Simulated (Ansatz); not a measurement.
This geometry of GaH$_{5}$S (7 atoms, charge 0, multiplicity 1) is a first-order saddle point.

Computed with RKS B3LYP-D4/def2-SVP in Ansatz 0.2.0.

```xyz
7
Properties=species:S:1:pos:R:3
Ga 0.112 -0.211 -0.099
H -0.071 -0.111 1.631
H 1.567 0.217 -0.446
H -1.273 0.041 -0.763
S 0.237 -2.601 0.651
H -1.100 -2.802 0.584
H 0.028 -1.199 1.525
```

(1) Which two structures does it join? (They come from a converged band through this point; their orientation in space is the band's.)

(2) How far does it lie above each of them?

Answers

(1) Bonds broken: Ga1–H2, S5–H7. Bonds formed: H2–H7. GaH5S becomes GaH3S + H2.

Initial state:

```xyz
7
Properties=species:S:1:pos:R:3
Ga -0.019 0.117 -0.023
H -0.511 0.565 1.409
H 1.509 0.257 -0.384
H -1.081 -0.036 -1.180
S 0.100 -2.515 0.510
H -1.153 -2.629 1.009
H 0.655 -2.424 1.742
```

Final state:

```xyz
7
Properties=species:S:1:pos:R:3
Ga 0.105 -0.696 -0.418
H 0.059 0.373 2.264
H 1.502 -0.009 -0.554
H -1.296 -0.018 -0.581
S 0.184 -2.881 -0.017
H -1.158 -3.053 0.036
H 0.104 -0.382 2.354
```

(2) 17.4 kcal/mol above the first and 25.6 kcal/mol above the second. This is the barrier of this one path; another mechanism may lie lower. The orbitals stay closed-shell, which can raise the energy where a bond breaks towards radicals; this wasn't checked here.

The run took 3 min on 1 thread of AMD EPYC 7B13 (Zen 3) (shared host), peak memory 0.19 GiB.
